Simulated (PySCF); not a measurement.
A structure optimised at PBE0-D3(BJ)/def2-TZVP, used in a PySCF frequency run:

```xyz
4

F     -0.0312    -0.4721    -1.1812
S      0.1092     0.4735     0.0000
F     -0.0312    -0.4721     1.1812
H     -1.1856     0.9216     0.0000
```
Charge +1, spin multiplicity 1.

Q: Write its SMILES, formula and point group.

A: F[SH+]F, F2HS, Cs

Q: What are its rotational constants (standard atomic weights)?

A: 27.641, 9.2322, 7.2648 GHz
